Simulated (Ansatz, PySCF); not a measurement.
Molecule: CH4O2, charge 0, multiplicity 1. SMILES: OCO
Geometry from a B3LYP-D3(BJ)/def2-TZVP (Ansatz, a first-principles code) optimisation:
```
C
H 1 1.0928
H 1 1.0928 2 109.93
O 1 1.4063 2 105.14 3 120.65
H 4 0.9650 1 108.19 2 -176.05
O 1 1.4063 2 111.93 3 -116.46
H 6 0.9650 1 108.19 2 -56.73
```

Property: atomisation energy (electronic, to ground-state atoms), in kJ/mol. Valence correlation only, unless marked. UHF or UKS for open shells. Spin-orbit coupling is left out. Non-relativistic unless marked X2C. The coupled-cluster limit lacks core correlation, which all-electron functionals hold. CBS marks a two-point X^-3 extrapolation of the correlation energy; Hartree-Fock from the larger set. The bracket is a focal-point correction in the basis named.

| level | program | atomisation energy (kJ/mol) |
|---|---|---|
| BP86-D4/def2-TZVPD | PySCF + dftd4 | 2687.2 |
| TPSS-D3(BJ)/def2-TZVPD | PySCF + dftd3 | 2587.0 |

### Question
Predict the RI-MP2/CBS(aug-cc-pVTZ,aug-cc-pVQZ)+[CCSD(T)-MP2]/aug-cc-pVTZ result (Ansatz).

### Answer
2602.9 kJ/mol
